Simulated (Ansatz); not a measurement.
Cl$_{2}$HInS (`[SH][In]([Cl])[Cl]`). Total charge 0; spin multiplicity 1. In takes the def2 core potential.

**Question.** What are the harmonic wavenumbers in cm⁻¹ at PBE0-D4/def2-TZVP (Ansatz, finite differences of forces, unscaled)? (Best estimate.)

**Answer.** Ansatz gave: 78, 92, 99, 243, 339, 385, 392, 701, 2705.

**Question.** Is this a minimum?

**Answer.** Yes, all 9 modes are real.

**Question.** Give the ideal-gas thermochemistry at 298.15 K and 1 bar (rigid rotor, harmonic oscillator; point group Cs, symmetry number 1).

**Answer.** Zero-point energy 30.1 kJ/mol; H(298) − E = 50.2 kJ/mol; entropy 366.2 J/(mol·K), of which translation 176.1, rotation 121.7, vibration 68.4; G(298) − E = -58.9 kJ/mol. Modes under 100 cm⁻¹ are hindered rotations or soft bends, so the harmonic entropy is rough.
